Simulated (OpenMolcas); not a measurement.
What dynamic correlation does to the levels of S4+

- Program: OpenMolcas
- Basis: ANO-RCC-VTZP [5s4p2d1f]
- Scalar Hamiltonian: DKH2, point nucleus
- Active space: 2 electrons in 4 orbitals (3s 3p)
- State averaging: 2S+1 = 3 even, 3 roots; 2S+1 = 1 even, 7 roots; 2S+1 = 3 odd, 3 roots; 2S+1 = 1 odd, 3 roots
- Spin-orbit coupling: state interaction with AMFI integrals over the reference wave functions, term energies averaged over their components

Methods on the same reference wave functions:
A. CASSCF
B. SS-CASPT2, IPEA 0.25 Eh, imaginary shift 0.1 Eh (closed shells correlated: 2s 2p)
C. MS-CASPT2, IPEA 0.25 Eh, imaginary shift 0.1 Eh (closed shells correlated: 2s 2p)

Energies in cm⁻¹ above 3s² ¹S₀, the measured ground level; measured values from NIST levels in Podobedova, Kelleher and Wiese, J. Phys. Chem. Ref. Data 38, 171 (2009); Martin, Zalubas and Musgrove, J. Phys. Chem. Ref. Data 19, 821 (1990).

```tsv
Level	A	B	C	Measured
3s² ¹S₀	0.0	0.0	0.0	0.0
3s 3p ³P°₀	82386	82393	82447	83024
3s 3p ³P°₁	82717	82723	82777	83394
3s 3p ³P°₂	83389	83395	83450	84155
3s 3p ¹P°₁	140646	130818	130873	127151
3p² ³P₀	200873	200521	200576	199967
3p² ³P₁	201216	200870	200925	200371
3p² ³P₂	201857	201419	201473	201146
3p² ¹D₂	217053	203519	203574	193739
3p² ¹S₀	250552	238520	238630	235350
```

Deviations, from unrounded energies. A percentage is the sum of absolute deviations over the sum of measured energies, with the sign that they share, or ± where signs differ.

```csv
Against measurement,Levels,A,B,C
mean absolute deviation (cm-1),9,6300,2200,2200
other configurations (%),9,±4.0,±1.4,±1.4
```

B, C lie about equally close to measurement and A furthest from it. The largest miss of B in the table is 3p² ¹D₂, by +9800 cm-1. The ranking rests on the paired levels alone, and a cruder setting can come out closer through cancelling errors.

Between B and C the level of the table that moves most is 3p² ¹S₀, by 110 cm-1 (lowest in B, highest in C).

The lowest spin-free term lies below A's lowest term by 0.023 hartree in B, 0.023 hartree in C.

Over all roots computed the reference weight is 0.93 to 1.00 in B, 0.93 to 1.00 in C; the roots of lowest weight are the least certain, and an intruder state may touch them. The ¹D term of p² mixes with s d, which this space lacks. Some levels mix across a computed gap that differs much from the measured one, so their mixing is not that of the real levels (holds for B; C). Measured partners are found by configuration, term and J. A level has none where our copy of the source lacks it or the pairing is in doubt (some pairs that miss far off the trend of their configuration count as doubtful), and it then counts in no deviation. Only configurations of the active space appear.

° marks odd parity.
